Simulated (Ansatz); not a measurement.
Frontier orbitals of triethylgallium (TEGa) (`C[CH2][Ga]([CH2]C)[CH2]C`).

Cartesian coordinates in Å:
```
C 0.5099 -2.4526 -1.6204
C 0.3921 -1.9370 -0.1906
Ga 0.0041 0.0008 0.0001
C -0.1820 0.8030 1.8068
C -0.0178 -0.1574 2.9794
C -0.1966 1.1367 -1.6159
C -0.5043 2.6076 -1.3592
H 1.3092 -1.9456 -2.1681
H 0.7239 -3.5258 -1.6583
H -0.4112 -2.2881 -2.1864
H 1.3121 -2.1433 0.3705
H -0.3893 -2.4826 0.3529
H -1.1609 1.2967 1.8469
H 0.5428 1.6237 1.8765
H -0.1311 0.3445 3.9459
H -0.7555 -0.9640 2.9473
H 0.9670 -0.6328 2.9772
H -0.9758 0.6830 -2.2409
H 0.7232 1.0327 -2.2049
H -0.6025 3.1794 -2.2878
H -1.4376 2.7340 -0.8035
H 0.2803 3.0872 -0.7675
```

Total charge 0; spin multiplicity 1. Correlated methods include outer-core shells of Ga, which these sets cover unevenly. Scalar relativity is left out up to krypton. All single points use the PBE0-D4/def2-TZVP geometry. It is one conformer, not always the lowest. Basis def2-TZVPP, the Gaussian-basis code of Ansatz.

```csv
functional,HOMO (eV),LUMO (eV),gap (eV)
PBE,-5.64,-1.35,4.29
PBE0,-6.83,-0.53,6.30
B3LYP,-6.63,-0.82,5.81
r2SCANh,-6.31,-0.80,5.51
ωB97X-V,-9.14,1.35,10.49
ωB97M-V,-9.03,1.07,10.10
```

Problem. What is the vertical ionisation energy at frozen-core CCSD(T)/def2-TZVPP? (Estimate.)

Solution. Ansatz gave: 8.92 eV (T1 of the cation 0.018).

From PBE to PBE0 the HOMO moves by −1.18 eV and the LUMO by +0.82 eV, and with ωB97M-V by −3.38 and +2.41 eV, so the gap grows from 4.30 to 10.09 eV with exact exchange. A positive LUMO is unbound and depends on the basis. −ε(HOMO) differs from that ionisation energy by −3.28 eV with PBE and +0.10 eV with ωB97M-V.

B3LYP here is the variant with VWN-RPA as its local correlation; programs differ in this.
